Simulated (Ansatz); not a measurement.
Ansatz (a program for electronic structure) input (PBE/6-31G* with LANL2DZ past Ar): The .json file joins the Basis Set Exchange's 6-31G* for atoms up to Ar and LANL2DZ past it.

Ansatz 0.2 input:
```yaml
crystal:
  periodic: [false, false, false]
  atoms:
    - {symbol: F, position_ang: [1.56449600, -0.46792300, 0.06226100]}
    - {symbol: Ge, position_ang: [-0.07101200, 0.01862900, 0.25898200]}
    - {symbol: F, position_ang: [-0.23622100, 1.51173100, -0.57388800]}
    - {symbol: F, position_ang: [-1.02342600, -1.12377900, -0.60016400]}
    - {symbol: H, position_ang: [-0.47126500, 0.12362800, 1.71871000]}
basis:
  gaussian:
    orbitals: 6-31Gs+LANL2DZ.json
hamiltonian:
  xc: {name: PBE}
relax: {f_tol: 0.003, max_steps: 120}
```

Output:

```
Functional definition: PBE
integrals: 0.01 GiB planned
562 factors; their error is unknown
mean field: 0.10 GiB planned
mean field evaluation 1: about -8259.7028 eV, gradient 5.4e1 eV
mean field evaluation 2: about -8245.0557 eV, gradient 1.1e2 eV
mean field evaluation 4: about -8264.1168 eV, gradient 1.4e0 eV
mean field evaluation 8: about -8264.1009 eV, gradient 3.3e-2 eV
mean field -8264.10088536 eV, -303.7001059281 hartree, gradient 5.7e-5 eV, S^2 0.000000; 0 other end points of the search recorded, 0 dependent functions left out
the calculation of the forces begins
reference -8264.10091725 eV, -303.7001071003 hartree; 16, 16 occupied and 39, 39 virtual orbitals, 562 factors
relax step   1: F+E_penalty+E_count = -8264.10088536 eV  Δ(F+E_penalty+E_count) = +0.000e0 eV  max|allowed force component| = 1.007e0 eV/Å  Δτ_max = 0.0000 Å  (23 SCF iters, accepted)
these checks for a lower state are left out or cut short: starts, cluster_reference, orbital_swaps, neighbouring_geometries, increment
integrals: 0.01 GiB planned
562 factors; their error is unknown
mean field: 0.10 GiB planned
mean field evaluation 16: about -8264.1363 eV, gradient 1.2e-2 eV
mean field -8264.11372855 eV, -303.7005779067 hartree, gradient 8.4e-6 eV, S^2 0.000000; 0 other end points of the search recorded, 0 dependent functions left out
the calculation of the forces begins
reference -8264.11376043 eV, -303.7005790783 hartree; 16, 16 occupied and 39, 39 virtual orbitals, 562 factors
relax step   2: F+E_penalty+E_count = -8264.11372855 eV  Δ(F+E_penalty+E_count) = -1.284e-2 eV  max|allowed force component| = 3.154e-1 eV/Å  Δτ_max = 0.0171 Å  (25 SCF iters, accepted)
these checks for a lower state are left out or cut short: starts, cluster_reference, orbital_swaps, neighbouring_geometries, increment
integrals: 0.01 GiB planned
562 factors; their error is unknown
mean field: 0.10 GiB planned
mean field -8264.11575215 eV, -303.7006522727 hartree, gradient 1.2e-5 eV, S^2 0.000000; 0 other end points of the search recorded, 0 dependent functions left out
the calculation of the forces begins
reference -8264.11578404 eV, -303.7006534446 hartree; 16, 16 occupied and 39, 39 virtual orbitals, 562 factors
relax step   3: F+E_penalty+E_count = -8264.11575215 eV  Δ(F+E_penalty+E_count) = -2.024e-3 eV  max|allowed force component| = 8.822e-4 eV/Å  Δτ_max = 0.0056 Å  (25 SCF iters, accepted)
integrals: 0.01 GiB planned
562 factors; their error is unknown
mean field: 0.10 GiB planned
mean field evaluation 32: about -8264.1158 eV, gradient 1.2e-5 eV
mean field -8264.11575215 eV, -303.7006522727 hartree, gradient 1.2e-5 eV, S^2 0.000000; 1 other end points of the search recorded, 0 dependent functions left out
the calculation of the forces begins
reference -8264.11578404 eV, -303.7006534446 hartree; 16, 16 occupied and 39, 39 virtual orbitals, 562 factors
Total energy: -8264.11578404 eV, -303.7006534446 hartree
Atom 0 at     1.562254    -0.467310     0.067872 Å, force    -0.000377     0.000115    -0.000618 eV/Å
Atom 1 at    -0.065007     0.017053     0.237078 Å, force    -0.000274     0.000034     0.000882 eV/Å
Atom 2 at    -0.237663     1.511464    -0.567994 Å, force     0.000242    -0.000565    -0.000399 eV/Å
Atom 3 at    -1.024514    -1.122869    -0.594253 Å, force     0.000543     0.000373    -0.000377 eV/Å
Atom 4 at    -0.472497     0.123949     1.723197 Å, force    -0.000135     0.000042     0.000513 eV/Å
Dipole moment:    -0.111368     0.029212     0.406148 e Å
```

The geometry given is a B3LYP-D3(BJ)/def2-TZVP minimum.
